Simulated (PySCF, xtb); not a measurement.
(E)-1-bromo-1-chloroprop-1-ene (C3H4BrCl), SMILES C/C=C(\Cl)Br.

GFN2-xTB (xtb) at its own geometry gives an orbital gap of 4.30 eV and a dipole moment of 3.64 D.

Coordinates come from a TPSSh-D3(BJ)/def2-SVP optimisation.

Question: What does B3LYP/def2-TZVP (PySCF) give? (The exact figures need the calculation; the answer reports its results.)

Answer: gap 6.21 eV (levels -6.90 and -0.70 eV), dipole 1.89 D.
